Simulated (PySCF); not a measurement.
**Spinor energies of O (oxygen, neutral)**

Start: [He] 2s1 2p5; 2s1/2 filled at m_j = +1/2; 2p1/2 filled at m_j = -1/2, +1/2; 2p3/2 filled at m_j = -1/2, +1/2, +3/2. Calculated with PySCF 2.14 in x2c-TZVPall-2c (5s3p2d1f, 31 functions): generalised Hartree-Fock with the X2C-1e Hamiltonian and a Gaussian nucleus; one run each with spin-orbit coupling (SO) switched off, then screened by Boettger's factors. This is a chosen level, not necessarily the ground level.

```
spinor shell  electrons  ε, spin-free (eV)  ε, screened SO (eV)  weight of nominal j (screened SO)  rms radius, screened SO (bohr)
       1s1/2          2            -563.99              -563.98                              1.000                           0.231
       2s1/2          1            -40.029              -40.025                              1.000                            1.21
       2p1/2          2            -16.626              -16.045                              0.666                            1.46
       2p3/2          3            -16.626              -17.012                              0.778                            1.42
```

```
   quantity  spin-free  screened SO
E (hartree)  -74.24424    -74.24458
        M_J          2            2
       ⟨J²⟩      6.040        6.040
       ⟨L²⟩      2.002        2.002
       ⟨S²⟩      2.038        2.038
```

Each row is a mean over spinors that exchange with the open shell spreads, by up to 8.124 eV (2p1/2).

Rows whose weight is well below 1 are mixtures of j = l ± 1/2: exchange outweighs spin-orbit coupling there, and the label is only the starting occupation.

Without spin-orbit coupling the j labels of p, d and f shells carry no meaning; the spin-free column gives the mean over the occupied spinors of each nl shell.
